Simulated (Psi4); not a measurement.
C6H12BO2, doublet, at a GFN2-xTB geometry. Base run: Psi4 with CAM-B3LYP/STO-3G.

Geometry (Å):
```xyz
21

C      1.4496     0.8245     1.1800
C      0.8404     0.0726     0.0772
C      1.5708     0.3807    -1.2426
O      0.9480    -1.3324     0.3065
B     -0.2418    -1.9234     0.0523
O     -1.2289    -1.0407    -0.2357
C     -0.7447     0.2815    -0.0442
C     -1.1982     1.1672    -1.1985
C     -1.3234     0.8099     1.2727
H      1.7559     1.8402     1.0301
H      1.6405     0.3455     2.1182
H      1.5148     1.4382    -1.4796
H      1.1439    -0.2061    -2.0518
H      2.6140     0.0958    -1.1278
H     -0.4004    -3.0741     0.0723
H     -2.2835     1.2377    -1.1750
H     -0.7796     2.1645    -1.0966
H     -0.9101     0.7463    -2.1566
H     -1.0211     0.1677     2.0961
H     -0.9760     1.8221     1.4610
H     -2.4096     0.8052     1.2133
```
Charge 0, spin multiplicity 2.
Orbitals are unrestricted.
All else is at Psi4's defaults (density fitting).
Base energy -405.77113 Eh.

The base run was repeated with changes; each row names its change, and settings that it needs were set with it.

```json
[
 {"change": "base", "ΔE vs base (mEh)": "0.000", "SCF cycles": "9", "grid points": "434810", "basis functions": "57", "outcome": "converged"},
 {"change": "d_convergence = 1e-8", "ΔE vs base (mEh)": "0.000", "SCF cycles": "13", "grid points": "434810", "basis functions": "57", "outcome": "converged"},
 {"change": "scf_type = direct", "ΔE vs base (mEh)": "2.566", "SCF cycles": "11", "grid points": "434810", "basis functions": "57", "outcome": "converged"},
 {"change": "dft_pruning_scheme = treutler", "ΔE vs base (mEh)": "-0.168", "SCF cycles": "9", "grid points": "232436", "basis functions": "57", "outcome": "converged"},
 {"change": "scf_type = cd", "ΔE vs base (mEh)": "-", "SCF cycles": "-", "grid points": "-", "basis functions": "-", "outcome": "input refused"},
 {"change": "cholesky_tolerance = 1e-3 (with scf_type cd)", "ΔE vs base (mEh)": "-", "SCF cycles": "-", "grid points": "-", "basis functions": "-", "outcome": "input refused"},
 {"change": "e_convergence = 1e-8", "ΔE vs base (mEh)": "0.000", "SCF cycles": "10", "grid points": "434810", "basis functions": "57", "outcome": "converged"},
 {"change": "scf_type = dfdirj+cosx", "ΔE vs base (mEh)": "-", "SCF cycles": "-", "grid points": "-", "basis functions": "-", "outcome": "input refused"},
 {"change": "damping_percentage = 50", "ΔE vs base (mEh)": "0.003", "SCF cycles": "28", "grid points": "434810", "basis functions": "57", "outcome": "converged"},
 {"change": "scf_type = pk", "ΔE vs base (mEh)": "2.566", "SCF cycles": "9", "grid points": "434810", "basis functions": "57", "outcome": "converged"},
 {"change": "dft_radial_points = 150", "ΔE vs base (mEh)": "0.000", "SCF cycles": "9", "grid points": "862237", "basis functions": "57", "outcome": "converged"},
 {"change": "dft_spherical_points = 110", "ΔE vs base (mEh)": "0.035", "SCF cycles": "9", "grid points": "158809", "basis functions": "57", "outcome": "converged"},
 {"change": "scf_type = out_of_core", "ΔE vs base (mEh)": "2.566", "SCF cycles": "9", "grid points": "434810", "basis functions": "57", "outcome": "converged"}
]
```

Open shells are given as the SCF converged; they aren't shown to be the lowest states, and a large step between rows can be another state.

- scf_type = cd: ended with `psi4.driver.p4util.exceptions.ValidationError: SCF: SCF_TYPE (CD) not supported for range-separated functionals, plese use SCF_TYPE = 'DF' to automatically select the correct JK build.`
- cholesky_tolerance = 1e-3 (with scf_type cd): ended with `psi4.driver.p4util.exceptions.ValidationError: SCF: SCF_TYPE (CD) not supported for range-separated functionals, plese use SCF_TYPE = 'DF' to automatically select the correct JK build.`
- scf_type = dfdirj+cosx: ended with `psi4.driver.p4util.exceptions.ValidationError: SCF: SCF_TYPE (DFDIRJ+COSX) not supported for range-separated functionals, plese use SCF_TYPE = 'DF' to automatically select the correct JK build.`
